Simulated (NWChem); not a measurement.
Correlation energy of BF (+1)

```
B
F 1 1.2147
```
Charge +1, spin multiplicity 2.

Everything below was run with NWChem. All single points use one geometry, from UPBE0/def2-SVP, a minimum by its harmonic frequencies.

Basis set: STO-3G. Each correlation energy counts from its own Hartree-Fock reference.

The correlated methods keep 2 core orbitals frozen. This spin state was chosen for the runs; another may lie lower. The structure started from a generated list of species. The unpaired electrons of the parent sit in orbitals of symmetry a1 (C2v labels of the run); other states weren't searched. The stability of the SCF solutions was not checked. Open-shell Hartree-Fock references start from PBE0 orbitals. Coupled-cluster values serve here as a point of comparison, not as the truth.

Task: Order these methods by the correlation energy they give, lowest first: UMP2, SCS-UMP2, CCSD on UHF, CCSD[T] on UHF.

Result: CCSD[T] on UHF (-82.3 mHa), CCSD on UHF (-70.5 mHa), UMP2 (-63.9 mHa), SCS-UMP2 (-61.4 mHa)
